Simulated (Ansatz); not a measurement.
Basis-set extrapolation for AlH₅OSSi, SMILES `[AlH2][O][SiH2]S` (PBE0-D4/def2-TZVP geometry, frozen core, Ansatz). Multiplicity 1, RHF reference.

```tsv
	def2-TZVPP	def2-QZVPP
HF	-1006.356973	-1006.389165
MP2 correlation	-0.614903	-0.665686
CCSD(T) correlation	-0.687322	not run
```

Energies in hartree. Use E(X) = E(∞) + A·exp(−7.88·√X) for Hartree–Fock and E(X) = E(∞) + B·X^(−2.97) for correlation, with X = 3 and 4, and add CCSD(T) minus MP2 of the smaller set to the MP2 limit.

Question: What is the CCSD(T) energy at the basis-set limit?

Answer: HF limit: -1006.389165 + (-0.032192) × 0.13774 = -1006.39360. MP2 limit: -0.665686 + (-0.050783) × 0.74074 = -0.70330. Higher-order term: -0.687322 − (-0.614903) = -0.07242. Total: -1007.16932 hartree, 328.3 kJ/mol below CCSD(T)/def2-TZVPP.
